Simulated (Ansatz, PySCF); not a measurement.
C2H5NO, triplet, at a GFN2-xTB geometry (a higher spin typed on purpose: for a closed-shell molecule this is an excited state), with bond 6-1 at 2.4 times its length. Base run: CASSCF(6,6)/STO-3G (PySCF).

The PySCF input:
```python
from pyscf import gto, scf, mcscf
import numpy

mol = gto.M(
    atom='''
C    -1.21735835   -0.26145570   -0.62034408
C     0.04930435    0.31957429    0.08182206
N     1.23994571   -0.17898554   -0.55804026
O    -0.07209411    0.22247091    1.36960161
H    -1.28417928   -1.34003236   -0.47075497
H    -0.96231587    0.29181366   -3.15589565
H    -2.09037963    0.22508281   -0.19824367
H     2.04483869    0.05490523    0.01278418
H     1.34626772    0.21539119   -1.48636066
''',
    basis='sto-3g',
    spin=2,
    verbose=4,
)

mf = scf.ROHF(mol)
mf.kernel()
mc = mcscf.CASSCF(mf, 6, 6)
mc.fix_spin_(ss=2.0)
mc.kernel()
occ = numpy.linalg.eigvalsh(mc.fcisolver.make_rdm1(mc.ci, mc.ncas, mc.nelecas))[::-1]
ss = mc.fcisolver.spin_square(mc.ci, mc.ncas, mc.nelecas)[0]
print('natural occupations', occ.round(4), ' <S^2>', round(ss, 4))
```

Programs used: Ansatz (a program for electronic structure), PySCF; a row that names a program was run with it.

Variants of this job, named by their change:

```tsv
change	ΔE vs base (mEh)	natural occupations	<S^2> of the state
base	0.000	1.98 1.81 1.00 1.00 0.19 0.02	2.00
orbitals = fixed (CASCI); correction = SC-NEVPT2	-141.6	1.99 1.93 1.00 1.00 0.08 0.00	2.00
fix_spin_ = off	0.000	1.98 1.81 1.00 1.00 0.19 0.02	2.00
correction = SC-NEVPT2	-137.9	1.98 1.81 1.00 1.00 0.19 0.02	2.00
conv_tol = 1e-5	0.001	1.98 1.81 1.00 1.00 0.19 0.02	2.00
active space = 8 electrons, 6 orbitals	12.432	2.00 2.00 1.81 1.00 1.00 0.19	2.00
code = ansatz	-18.815	-	-
code = ansatz; correction = SC-NEVPT2, all electrons	-139.6	-	-
active space = 4 electrons, 5 orbitals	15.395	1.81 1.00 1.00 0.19 0.00	2.00
active space = 8 electrons, 7 orbitals	-7.484	1.99 1.98 1.81 1.00 1.00 0.20 0.02	2.00
solver = newton	0.000	1.98 1.81 1.00 1.00 0.19 0.02	2.00
```

Active orbitals are taken around the Fermi level unless the row says otherwise; CASSCF can end in different local minima, and two programs can end on different orbitals. State-averaged rows give the lowest state.

Open shells are given as the SCF converged; they aren't shown to be the lowest states, and a large step between rows can be another state.
